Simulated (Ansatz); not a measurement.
Ca6O8H4. Charge 0, multiplicity 1. Geometry r2SCAN-D4/def2-SVP.

```xyz
18

Ca    0.693   -1.197   -1.042
Ca   -0.689   -0.610    2.051
Ca    2.339   -1.369    1.660
Ca    0.603    1.827   -0.630
Ca    0.173   -3.541    1.128
Ca   -2.620   -0.672   -0.496
O     0.506    3.848   -0.300
O    -2.699    0.352    1.419
O     1.580    0.524   -2.232
O    -1.143    0.379   -1.674
O     0.975    0.155    0.825
O    -1.185   -2.025    0.235
O     0.650   -2.194    2.724
O     1.827   -2.717    0.069
H    -3.087    1.180    1.726
H     0.497    4.796   -0.151
H     2.372    0.650   -2.766
H    -0.793    0.615   -2.545
```

The 6-31G sets use Cartesian d functions. B3LYP takes the VWN-RPA correlation.

Estimate the orbital energies around the gap (eV) in Ansatz with HF/6-31G, PBE-D4/def2-SVP, r2SCAN-D4/def2-SVP, B3LYP-D4/6-31G, PBE0-D4/def2-SVP.


```tsv
orbital	HF/6-31G	PBE-D4/def2-SVP	r2SCAN-D4/def2-SVP	B3LYP-D4/6-31G	PBE0-D4/def2-SVP
HOMO−5	-9.12	-4.54	-4.66	-5.44	-5.79
HOMO−4	-9.00	-4.41	-4.53	-5.30	-5.66
HOMO−3	-8.83	-4.37	-4.49	-5.27	-5.62
HOMO−2	-8.71	-4.15	-4.26	-5.07	-5.52
HOMO−1	-8.65	-4.00	-4.25	-5.04	-5.48
HOMO	-8.28	-3.97	-4.22	-5.00	-5.33
LUMO	0.11	-1.68	-1.17	-1.39	-1.15
LUMO+1	0.51	-1.17	-0.65	-0.92	-0.63
LUMO+2	0.72	-0.90	-0.42	-0.63	-0.39
LUMO+3	1.24	-0.44	0.03	-0.21	0.11
LUMO+4	1.41	-0.37	0.08	-0.12	0.20
LUMO+5	1.67	0.13	0.63	0.16	0.75
```
